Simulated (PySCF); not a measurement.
Rows and methods have been separated. Pair them.

Species: C₂H₆BCl₃S.
SMILES: `C[S+](C)[B-](Cl)(Cl)Cl`

The closed-shell ground state was solved 4 times with PySCF (density fitting, gas phase), always in the pcSseg-2 basis (364 functions), with these functionals: B97-2, KT3, PBE0 and wB97X-D. Isolated species at its PBE0-D3(BJ)/def2-TZVP geometry, gas phase.

| row | total energy (Eh) | HOMO (eV) | LUMO (eV) | dipole (D) |
| --- | --- | --- | --- | --- |
| P | -1883.6916 | -9.97 | 1.55 | 6.52 |
| Q | -1897.5616 | -6.83 | -1.25 | 6.19 |
| R | -1883.8243 | -7.83 | -0.26 | 6.41 |
| S | -1883.0070 | -8.09 | -0.22 | 6.41 |

Which functional belongs to which row?

P = wB97X-D, Q = KT3, R = B97-2, S = PBE0. By rising HOMO–LUMO gap: KT3 (GGA) 5.58 eV; B97-2 (global hybrid, 21 % exact exchange) 7.57 eV; PBE0 (global hybrid, 25 % exact exchange) 7.87 eV; wB97X-D (range-separated hybrid) 11.52 eV. Total energies of different functionals aren't bounds to one another; each is stationary for its own functional.

Shape of the structure used: `[CH3:1][S+:2]([CH3:3])[B-:4]([Cl:5])([Cl:6])[Cl:7]`: C1–S2–B4–Cl5 -173°.

The pairwise dispersion term of wB97X-D wasn't added to the energies; at a given geometry it leaves orbitals and properties as they are.
